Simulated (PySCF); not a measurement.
4-hydroxypyridine, C₅H₅NO.
Numbering: `[OH:1][c:2]1[cH:3][cH:4][n:5][cH:6][cH:7]1` (hydrogens: H8 on O1; H9 on C3; H10 on C4; H11 on C6; H12 on C7)

Theory: PySCF, PBE0-D3(BJ)/def2-TZVP geometry optimisation, gas phase.

(1) What internal coordinates does the optimisation give?

Answers

(1) 
```json
{"bond": "O1–C2", "length (pm)": "134.7"}
{"bond": "C2–C3, C2–C7", "length (pm)": "138.9"}
{"bond": "C3–C4, C6–C7", "length (pm)": "138.4"}
{"bond": "C4–N5, N5–C6", "length (pm)": "132.9"}
{"bond": "O1–H8", "length (pm)": "96.2"}
{"bond": "C3–H9, C7–H12", "length (pm)": "108.4"}
{"bond": "C4–H10, C6–H11", "length (pm)": "108.7"}
```

Bonds in one row agree within 1 pm and their mean is given. A selection of angles:
```json
{"angle": "C2–O1–H8", "degrees": "109.5"}
{"angle": "O1–C2–C3", "degrees": "118.4"}
{"angle": "O1–C2–C7", "degrees": "123.2"}
{"angle": "C3–C2–C7", "degrees": "118.4"}
{"angle": "C2–C3–C4", "degrees": "118.1"}
{"angle": "C2–C3–H9", "degrees": "120.3"}
{"angle": "C4–C3–H9", "degrees": "121.6"}
{"angle": "C3–C4–N5", "degrees": "124.5"}
{"angle": "C3–C4–H10", "degrees": "119.5"}
{"angle": "N5–C4–H10", "degrees": "116.0"}
{"angle": "C4–N5–C6", "degrees": "116.5"}
{"angle": "C2–C7–H12", "degrees": "121.2"}
```

Torsions: H8–O1–C2–C3 180° (antiperiplanar).

The 7 heavy atoms lie in one plane (0.000 Å rms). The 6-membered ring C2–C3–C4–N5–C6–C7 has internal angles of 116.5° to 124.5°; it is planar, 0.00 Å rms from its mean plane, widest ring torsion 0°. Of the pairs four or more bonds apart, H8···H12 is among the closest relative to their van der Waals radii: 2.32 Å, 97 % of the sum of Bondi's values.

Point group: Cs (every atom within 0.08 Å of its image). No frequency check. The numbers are those of one conformer (H–O1–C2–C3 180°).
